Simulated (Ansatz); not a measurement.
# SbH3 (stibine): the energy to break a bond

The species is SbH3 (4 atoms), meant as a singlet with charge 0. SMILES: `[SbH3]`. Geometry: optimised at wB97X-V/def2-SVP.

```tsv
atom	x (Å)	y (Å)	z (Å)
Sb	0.4519	-0.3069	-0.4600
H	0.8492	0.0711	1.1562
H	-1.0410	-0.9895	0.0068
H	-0.2600	1.2252	-0.7030
```

Wanted: the dissociation energy of the H4–Sb1 bond into doublet H and doublet SbH2 (shapes relaxed at wB97X-V/def2-SVP, no zero-point term). 1 Eh = 2625.50 kJ/mol = 27.2114 eV. Totals in Eh; open shells run unrestricted unless said.

| level | program | SbH3 | doublet H | doublet SbH2 |
| --- | --- | --- | --- | --- |
| SVWN5/def2-TZVPP (core potential) | Ansatz | -241.632898 | -0.478344 | -241.028351 |
| BLYP/def2-TZVPP (core potential) | Ansatz | -241.973447 | -0.497552 | -241.365602 |
| B2PLYP/def2-TZVPP (core potential), 4 core orbitals frozen | Ansatz | -241.813809 | -0.498613 | -241.204858 |

Q: Work out the dissociation energy at each level.

A: 
1. SVWN5/def2-TZVPP (core potential): (-0.478344) + (-241.028351) − (-241.632898) = 0.126203 Eh = 331.3 kJ/mol = 3.43 eV.
2. BLYP/def2-TZVPP (core potential): (-0.497552) + (-241.365602) − (-241.973447) = 0.110293 Eh = 289.6 kJ/mol = 3.00 eV.
3. B2PLYP/def2-TZVPP (core potential): (-0.498613) + (-241.204858) − (-241.813809) = 0.110338 Eh = 289.7 kJ/mol = 3.00 eV.

The levels span 290 to 331 kJ/mol; no measured value is set beside them. A bond enthalpy at 298 K also holds the loss of zero-point energy and thermal terms.
